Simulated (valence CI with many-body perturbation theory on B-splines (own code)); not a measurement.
**Te XXI: calculated level list**

Computed by relativistic CI+MBPT: four valence electrons over a frozen Dirac-Fock core [Ar] 3d10, radial functions for each j: 11 s, 11 p, 10 d, 8 f, 5 g, 2 h, with the one-electron correlation potential Σ1 (screened to all orders), the two-electron term Σ2, the three-electron term Σ3, Breit, model QED; selected single and double excitations, second order for the rest, scaled by the run's own slope (own B-spline code, finite nucleus).

No measured spectrum was set against this ion. As an estimate, levels hold to about 250 cm⁻¹ or 0.2 % of their energy and the worst to 1 %, as in measured heavy ions of charge 2 to 7; those with d or f electrons hold less well. Among the levels kept, up to 500 cm⁻¹ of a level comes from second order outside the variational space, and about a tenth of that is noise between levels of different J, which matters for small intervals.

Levels 46 to 90 of 185, with energies above the lowest level, 4s²4p² ³P_0. "Leading %" is the weight of the configuration and term that name the level; weights of strongly mixed levels are sums over their largest components and can fall short. In the jj column 3d3/2^4 stands for four electrons in 3d with j = 3/2. Lifetimes count E1, E2, E3, M1 and M2 decay at the calculated energies, and are blank where another channel may lead or the interval is too uncertain; long ones can be off by a factor of two.

```csv
No.,Configuration,Term,J,E (cm⁻¹),Leading %,Lifetime,g,Leading jj
46,4s4p²4d,⁵P,2,1233500,67,4.36 ps,1.682,4s 4p1/2 4p3/2 4d3/2 (54 %)
47,4s4p²4d,⁵P,1,1238000,72,4.16 ps,2.266,4s 4p1/2 4p3/2 4d3/2 (68 %)
48,4p⁴,¹S,0,1238900,40,21.7 ps,,4p3/2^4 (61 %)
49,4s4p²4d,³G,3,1247000,67,38.9 ps,0.830,4s 4p1/2 4p3/2 4d3/2 (84 %)
50,4s4p²4d,³P,1,1247500,34,6.71 ps,1.057,4s 4p1/2 4p3/2 4d5/2 (40 %)
51,4s4p²4d,³F,2,1250400,42,8.44 ps,1.048,4s 4p1/2 4p3/2 4d3/2 (41 %)
52,4s4p²4d,³F,4,1260800,24,36.2 ps,1.213,4s 4p1/2 4p3/2 4d3/2 (31 %)
53,4s4p²4d,³G,4,1277300,51,46.5 ps,1.117,4s 4p1/2 4p3/2 4d5/2 (73 %)
54,4s4p²4d,³D,3,1287700,45,11.8 ps,1.181,4s 4p1/2 4p3/2 4d5/2 (65 %)
55,4s4p²4d,³D,1,1290700,69,7.72 ps,0.734,4s 4p1/2 4p3/2 4d3/2 (63 %)
56,4s4p²4d,³D,3,1296100,42,5.10 ps,1.174,4s 4p1/2 4p3/2 4d5/2 (59 %)
57,4s4p²4d,³D,1,1302700,63,10.1 ps,0.745,4s 4p1/2 4p3/2 4d5/2 (60 %)
58,4s4p²4d,³P,0,1304400,60,6.75 ps,,4s 4p3/2^2 4d5/2 (29 %)
59,4s4p²4d,³F,4,1310600,40,27.6 ps,1.171,4s 4p3/2^2 4d5/2 (54 %)
60,4s4p²4d,³G,5,1316400,74,89.5 ps,1.244,4s 4p3/2^2 4d5/2 (78 %)
61,4s4p²4d,³D,2,1318400,39,7.02 ps,0.988,4s 4p1/2 4p3/2 4d3/2 (39 %)
62,4s4p²4d,³P,0,1318800,89,4.81 ps,,4s 4p1/2 4p3/2 4d5/2 (46 %)
63,4s4p²4d,³D,1,1322200,59,4.08 ps,0.887,4s 4p3/2^2 4d3/2 (42 %)
64,4s4p²4d,³F,3,1324800,44,7.69 ps,1.124,4s 4p1/2 4p3/2 4d5/2 (57 %)
65,4s4p²4d,³F,2,1324900,45,4.22 ps,0.918,4s 4p1/2 4p3/2 4d3/2 (32 %)
66,4s4p²4d,³D,2,1329100,72,4.15 ps,1.228,4s 4p3/2^2 4d3/2 (44 %)
67,4s4p²4d,³P,1,1330700,48,5.85 ps,1.488,4s 4p1/2 4p3/2 4d5/2 (85 %)
68,4s4p²4d,³D,2,1335000,56,6.11 ps,1.133,4s 4p1/2 4p3/2 4d5/2 (55 %)
69,4s4p²4d,³D,3,1342600,44,3.52 ps,1.270,4s 4p3/2^2 4d3/2 (44 %)
70,4s4p²4d,³P,1,1359300,33,4.64 ps,1.372,4s 4p3/2^2 4d3/2 (42 %)
71,4s4p²4d,³P,2,1360100,43,4.02 ps,1.308,4s 4p1/2 4p3/2 4d5/2 (30 %)
72,4s4p²4d,³F,4,1374600,73,3.33 ps,1.212,4s 4p3/2^2 4d3/2 (66 %)
73,4s4p²4d,³D,3,1389600,51,12.9 ps,1.196,4s 4p3/2^2 4d5/2 (75 %)
74,4s4p²4d,³S,1,1396600,41,6.27 ps,1.535,4s 4p3/2^2 4d5/2 (75 %)
75,4s4p²4d,¹S,0,1405200,42,3.41 ps,,4s 4p1/2 4p3/2 4d3/2 (30 %)
76,4s4p²4d,³F,4,1407400,68,16.2 ps,1.205,4s 4p3/2^2 4d5/2 (79 %)
77,4s4p²4d,¹D,2,1413600,27,4.56 ps,1.199,4s 4p3/2^2 4d5/2 (49 %)
78,4s4p²4d,³D,3,1415700,57,6.31 ps,1.229,4s 4p3/2^2 4d5/2 (65 %)
79,4s4p²4d,³D,1,1427700,56,3.44 ps,0.739,4s 4p3/2^2 4d3/2 (65 %)
80,4s4p²4d,³D,3,1428700,61,5.53 ps,1.251,4s 4p3/2^2 4d5/2 (56 %)
81,4s4p²4d,³D,2,1430400,50,3.80 ps,1.104,4s 4p3/2^2 4d3/2 (52 %)
82,4s4p²4d,³D,1,1434500,51,3.50 ps,0.853,4s 4p3/2^2 4d3/2 (54 %)
83,4s4p²4d,¹D,2,1449400,50,5.95 ps,1.102,4s 4p3/2^2 4d5/2 (49 %)
84,4s4p²4d,¹D,2,1453600,37,4.29 ps,1.159,4s 4p3/2^2 4d5/2 (46 %)
85,4s4p²4d,¹F,3,1463800,37,3.52 ps,1.059,4s 4p3/2^2 4d5/2 (33 %)
86,4s²4p4f,³G,4,1495500,31,9.43 ps,1.085,4s^2 4p1/2 4f7/2 (74 %)
87,4s4p²4d,³P,1,1495800,50,2.82 ps,1.259,4s 4p3/2^2 4d5/2 (61 %)
88,4s4p²4d,³P,0,1496400,56,2.51 ps,,4s 4p3/2^2 4d3/2 (52 %)
89,4s²4p4f,³G,3,1498400,46,4.90 ps,0.937,4s^2 4p1/2 4f5/2 (44 %)
90,4s²4p4f,³F,2,1500300,37,4.96 ps,0.820,4s^2 4p1/2 4f5/2 (51 %)
```

Names give the largest LS component (configuration and term), which can be under half, so a name can repeat, a term be missing and a line seem to break the LS rules; names also repeat where a configuration has a term twice.

Where two levels of one J and parity lie close, their mixing, g and order are uncertain.
